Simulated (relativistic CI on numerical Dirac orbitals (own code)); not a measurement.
# Energy levels of La³⁵⁺

Method of calculation: Dirac-Coulomb-Breit CI, orbitals from a KLI potential per configuration, QED by a radiative potential, unscaled Slater integrals (own radial code, finite nucleus).

CI space (outside the closed core [Ne]): 3s2.3p6.3d4, 3s2.3p5.3d5, 3s.3p6.3d5, 3s2.3p6.3d3.4s, 3s2.3p6.3d3.4p, 3s2.3p6.3d3.4d, 3s2.3p5.3d4.4s, 3s2.3p6.3d3.4f, 3s2.3p5.3d4.4p, 3s.3p6.3d4.4s, 3p6.3d5.4p, 3s2.3p6.3d2.4s.4p, 3s.3p6.3d4.4p, 3s2.3p6.3d3.5s, 3s2.3p6.3d3.5p, 3s.3p6.3d4.4d, 3s2.3p6.3d3.5d, 3s2.3p6.3d3.5g, 3s2.3p6.3d3.6s, 3p6.3d6, 3p5.3d7, 3p5.3d6.4s, 3p6.3d5.4s, 3p5.3d5.4s2, 3s2.3p6.3d2.4s2, 3s2.3p6.3d.4s2.4p, 3s2.3p6.3d.4s2.4d, 3s2.3p6.3d2.4p2, 3s2.3p6.3d.4s.4p2, 3s2.3p6.3d.4p3, 3s2.3p6.3d.4p2.4d, 3s2.3p5.3d2.4s.4p2, 3s2.3p6.3d2.4s.4d, 3s2.3p6.3d.4s.4p.4d, 3s2.3p6.3d.4s.4d2, 3s2.3p5.3d2.4s2.4d, 3s.3p6.3d3.4s2, 3s.3p6.3d2.4s2.4p, 3s.3p6.3d2.4s2.4d. Double excitations out of closed p, d and f shells are left out; levels of such configurations are missing from the list, as are those of other unlisted configurations, and high levels can miss mixing partners. These lack a partner that the ground configuration has and come out too high: 3s2.3p5.3d4.4p.

The lowest level is 3s2.3p6.3d4 3P_0, with 52 % of that term; Hund's rules for 3s2.3p6.3d4 give 5D with J = 0, of which the calculation keeps J, while another term leads.

```csv
No.,Configuration,Term,J,E (cm⁻¹),%,Landé g
1,3s2.3p6.3d4,3P,0,0,52,
2,3s2.3p6.3d4,5D,1,111911,70,1.494
3,3s2.3p6.3d4,5D,2,172028,70,1.368
4,3s2.3p6.3d4,3F,4,185770,31,1.136
5,3s2.3p6.3d4,5D,3,198949,50,1.281
6,3s2.3p6.3d4,5D,0,283706,58,
7,3s2.3p6.3d4,5D,4,296089,43,1.146
8,3s2.3p6.3d4,3F,2,312906,39,1.021
9,3s2.3p6.3d4,3G,3,315338,51,1.036
10,3s2.3p6.3d4,3H,5,337507,70,1.077
11,3s2.3p6.3d4,3P,1,353422,55,1.225
12,3s2.3p6.3d4,3H,6,354601,57,1.089
13,3s2.3p6.3d4,3G,4,382241,62,1.028
14,3s2.3p6.3d4,3F,3,392137,42,1.142
15,3s2.3p6.3d4,3D,2,392226,41,1.138
16,3s2.3p6.3d4,3F,4,450845,40,1.201
17,3s2.3p6.3d4,3F,2,460911,36,1.037
18,3s2.3p6.3d4,3F,3,485305,47,1.112
19,3s2.3p6.3d4,3G,5,511110,70,1.145
20,3s2.3p6.3d4,3D,1,516613,69,0.807
21,3s2.3p6.3d4,1I,6,518863,57,1.065
22,3s2.3p6.3d4,3F,4,519514,50,1.114
23,3s2.3p6.3d4,3P,2,544851,63,1.340
24,3s2.3p6.3d4,1S,0,559047,54,
25,3s2.3p6.3d4,3F,2,576760,59,0.982
26,3s2.3p6.3d4,1F,3,580335,44,1.084
27,3s2.3p6.3d4,3F,3,662281,70,1.060
28,3s2.3p6.3d4,3P,1,668292,94,1.452
29,3s2.3p6.3d4,1G,4,668952,74,1.036
30,3s2.3p6.3d4,3P,0,679147,53,
```

Energies count from the lowest computed level.

The mean weight of the leading LS term, summed over parents, in these 30 levels is 56 %, and that of the leading jj configuration (from the same eigenvectors) 83 %, so jj coupling describes them better and the LS labels are nominal.

At this charge energies of transitions that change n are usually good to better than 1 %, and those within a shell (Δn = 0) to a few per cent. Terms inside the open d or f shell come out 10 to 20 % too wide with unscaled integrals.

LS names give the leading component of a level, which can be under half, so a name can repeat, a term be missing and a line seem to break the LS rules.
